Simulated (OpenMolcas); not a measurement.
## Ce3+: effect of the metal basis and ligand basis

Ce3+ with 6 ligands (bromide) in trigonal antiprismatic coordination (D3d) at 2.92 Å, a polar angle of 57.5° against the regular 54.74°. A charge of +0.5 e stands 2.6 Å behind each ligand.

| Property | Result |
| --- | --- |
| Program | OpenMolcas 26.06 |
| Method | CASSCF |
| Spin-orbit coupling | state interaction with AMFI integrals over the reference wave functions |

Fixed: active space 1 electron in 7 orbitals (4f), DKH2 Hamiltonian.

States (labels of D3, the rotations of D3d). Energies in cm-1 above the lowest state or level, χT in cm3 K/mol.

```
Run   Metal basis  Ligand basis  Ground state  First state of that spin  First gap with spin-orbit (degeneracies)  Width of lowest J  χT at 300 K                     Cost
  A  ANO-RCC-VDZP  ANO-RCC-VDZP           2A2                  2E 157.4                              325.2 (2, 2)                391        0.697  roughly 70 core-seconds
  B  ANO-RCC-VTZP  ANO-RCC-VTZP           2A2                  2E 175.4                              337.2 (2, 2)                407        0.691   roughly 4 core-minutes
```

Against A, the width of the lowest J multiplet changes by +4.1 % in B.

Costs are those of the RASSCF and RASSI steps.

No measured value stands beside these numbers; the geometry is a model, was not optimised and need not be the one that this ion takes.
